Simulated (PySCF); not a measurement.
Species: C6H9F2 (doublet state).
Atom-mapped SMILES: `[CH3:1][C:2]1[CH2:3][CH2:4][C@:5]1([F:6])[CH2:7][F:8]` (hydrogens: H9, H10, H11 on C1; H12, H13 on C3; H14, H15 on C4; H16, H17 on C7)

Structure used (GFN2-xTB), in Å, numbered top down from 1:
```xyz
17
C6H9F2 angstrom
C      1.7785   -1.1293    0.1474
C      0.7673   -0.0715    0.0132
C      0.7203    1.3723    0.3743
C     -0.6615    1.4548   -0.3085
C     -0.5989   -0.0619   -0.5651
F     -0.6799   -0.4100   -1.9275
C     -1.6742   -0.9243    0.1083
F     -1.7412   -0.6437    1.4456
H      1.4612   -1.8948    0.8647
H      2.7213   -0.7090    0.4897
H      1.9361   -1.6392   -0.8069
H      1.5019    1.9949   -0.0697
H      0.7019    1.5750    1.4490
H     -0.6695    2.0283   -1.2313
H     -1.4829    1.7665    0.3314
H     -1.4313   -1.9861    0.0017
H     -2.6561   -0.7100   -0.3261
```

The hyperfine couplings belong to this conformer and change with its torsions.

Method: UKS B3LYP, pcH-1 on C F H, non-relativistic, mean-field spin-orbit, GIAO (PySCF). Geometry: GFN2-xTB, one conformer, isolated molecule. A GFN2-xTB geometry isn't a minimum of the functional, and hyperfine couplings can be far from their values at a DFT geometry. The SCF solution wasn't tested for stability.

Task: Match the computed a_iso(13C) values +93.3, -34.1, -30.2, -25.4, +24.3, +5.6 MHz with the sites C1; C2; C3; C4; C5; C7.

Result: 
```tsv
site	a_iso (MHz)	ρ(0) (bohr⁻³)	position	distance from C2 (Å)	spin population	largest |T| (MHz)
C1	-30.2	-0.0269	1 bond from C2	1.47	-0.07	2.4
C2	+93.3	+0.0830	largest spin population	0.00	+0.94	155.6
C3	-34.1	-0.0304	1 bond from C2	1.49	-0.09	2.6
C4	+5.6	+0.0050	2 bonds from C2	2.12	+0.01	2.9
C5	-25.4	-0.0226	1 bond from C2	1.48	-0.03	4.6
C7	+24.3	+0.0216	2 bonds from C2	2.59	+0.03	7.9
```

Task: The isotropic 19F couplings are +222.2, +27.9 MHz. Assign them to F6; F8.

Result: 
```csv
site,a_iso (MHz),ρ(0) (bohr⁻³),position,distance from C2 (Å),bound to,spin population there,largest |T| (MHz)
F6,+222.2,+0.0528,2 bonds from C2,2.44,C5,-0.03,152.1
F8,+27.9,+0.0066,3 bonds from C2,2.94,C7,+0.03,6.3
```

ρ(0) is the spin density at the nucleus and T the dipolar tensor; entries for several nuclei are means. Largest spin populations (Mulliken): C2 (+0.94), C3 (-0.09) and C1 (-0.07). C2 is the only atom above +0.15. The angles at C2 add up to 360.0°, so it is planar.

Means are taken over nuclei equivalent by connectivity, which assumes that they swap fast. The three 1H nuclei of mean +72.6 MHz run from 5.4 to 124.7 MHz in the frozen geometry.
